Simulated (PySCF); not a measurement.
**Ionisation energy of La⁴¹⁺ by level of theory**

La⁴¹⁺ [Ne] 3s2 3p4 (3P) → La⁴²⁺ [Ne] 3s2 3p3 (4S), as a difference of total energies. All numbers are calculated (PySCF 2.14, the spin-free X2C one-electron Hamiltonian (Gaussian nucleus), in an uncontracted even-tempered set (18 s from 7.3 bohr⁻², ratio 2.5; 12 p from 9.5 bohr⁻², ratio 2.5; 4 d from 42 bohr⁻², ratio 2.7; 4 f from 63 bohr⁻², ratio 2.7)). Correlated levels: outer shells: 1s2 frozen; virtual orbitals above 40 to 60 times the deepest correlated orbital energy dropped. The calculations carry no spin-orbit coupling.

```tsv
method	ionisation energy (eV)
UHF	3153.2
MP2 (outer shells)	3154.3
SCS-MP2 (outer shells)	3154.3
CCSD (outer shells)	3154.2
CCSD(T) (outer shells)	3154.2
```

Spin-orbit coupling is strong in these open shells (close to jj coupling). The scalar numbers leave it out and a first-order estimate fails, so it can dominate the gap to the real levels.

The ground level that NIST lists for one species does not belong to the high-spin term computed here, so part of any gap is the choice of state.

Breit and QED terms and the two-electron picture change are absent.

For comparison: 3133 ± 4 eV (theoretical estimate listed by NIST; NIST Atomic Spectra Database, ionization energies).
